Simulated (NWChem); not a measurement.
System meant: C₅H₈NO, doublet; SMILES CN1C[CH]CC1=O

NWChem input:

```
start job
memory heap 200 mb stack 900 mb global 1100 mb
geometry units angstroms noautoz
  C      1.092208    -1.788302     0.000000
  N      0.517932    -0.462573     0.000000
  C      1.332164     0.743309     0.000000
  C      0.314153     1.842477     0.000000
  C     -1.063127     1.277336     0.000000
  C     -0.838578    -0.241199     0.000000
  O     -1.700215    -1.106316     0.000000
  H      0.267404    -2.503754     0.000000
  H      1.713883    -1.950862    -0.890681
  H      1.713883    -1.950862     0.890681
  H      1.997462     0.770164    -0.882840
  H      1.997462     0.770164     0.882840
  H      0.569624     2.894157     0.000000
  H     -1.667703     1.556903    -0.877171
  H     -1.667703     1.556903     0.877171
end
basis spherical
  C library def2-svp
  N library def2-svp
  O library def2-svp
  H library def2-svp
end
dft
  odft
  mult 3
  xc xpbe96 cpbe96
  iterations 150
  mulliken
end
task dft energy
```

End of the output:

```
 Summary of "ao basis" -> "" (spherical)
 ------------------------------------------------------------------------------
       Tag                 Description            Shells   Functions and Types
 ---------------- ------------------------------  ------  ---------------------
 C                          def2-svp                 6       14   3s2p1d
 N                          def2-svp                 6       14   3s2p1d
 O                          def2-svp                 6       14   3s2p1d
 H                          def2-svp                 3        5   2s1p

  pbe96 is a nonlocal functional; adding pw91lda local functional.

                                 NWChem DFT Module
                                 -----------------

 Summary of "ao basis" -> "ao basis" (spherical)
 ------------------------------------------------------------------------------
       Tag                 Description            Shells   Functions and Types
 ---------------- ------------------------------  ------  ---------------------
 C                          def2-svp                 6       14   3s2p1d
 N                          def2-svp                 6       14   3s2p1d
 O                          def2-svp                 6       14   3s2p1d
 H                          def2-svp                 3        5   2s1p

      Symmetry analysis of basis
      --------------------------

        a'         93
        a"         45

  number of electrons :                   53
  multiplicity        :                    3
 ------------------------------------------------------------------------
  no. of electrons and multiplicity not compatible                  53
 ------------------------------------------------------------------------
 ------------------------------------------------------------------------
  current input line :
    33: task dft energy
 ------------------------------------------------------------------------
 ------------------------------------------------------------------------
 There is an error in the input file
 ------------------------------------------------------------------------
 For more information see the NWChem manual at https://nwchemgit.github.io

0: no. of electrons and multiplicity not compatible:Received an Error in Communication
```

Problem. Can this run be used? If not, why, and what is the fix?

Solution. The input was rejected before any calculation. Cause: the multiplicity doesn't fit the number of electrons (an even count wants an odd multiplicity, and the reverse). This input runs:
```
start job
memory heap 200 mb stack 900 mb global 1100 mb
geometry units angstroms noautoz
  C      1.092208    -1.788302     0.000000
  N      0.517932    -0.462573     0.000000
  C      1.332164     0.743309     0.000000
  C      0.314153     1.842477     0.000000
  C     -1.063127     1.277336     0.000000
  C     -0.838578    -0.241199     0.000000
  O     -1.700215    -1.106316     0.000000
  H      0.267404    -2.503754     0.000000
  H      1.713883    -1.950862    -0.890681
  H      1.713883    -1.950862     0.890681
  H      1.997462     0.770164    -0.882840
  H      1.997462     0.770164     0.882840
  H      0.569624     2.894157     0.000000
  H     -1.667703     1.556903    -0.877171
  H     -1.667703     1.556903     0.877171
end
basis spherical
  C library def2-svp
  N library def2-svp
  O library def2-svp
  H library def2-svp
end
dft
  odft
  mult 2
  xc xpbe96 cpbe96
  iterations 150
  mulliken
end
task dft energy
```
It converges to -324.64548 Ha (PBE/def2-SVP, spin-unrestricted).
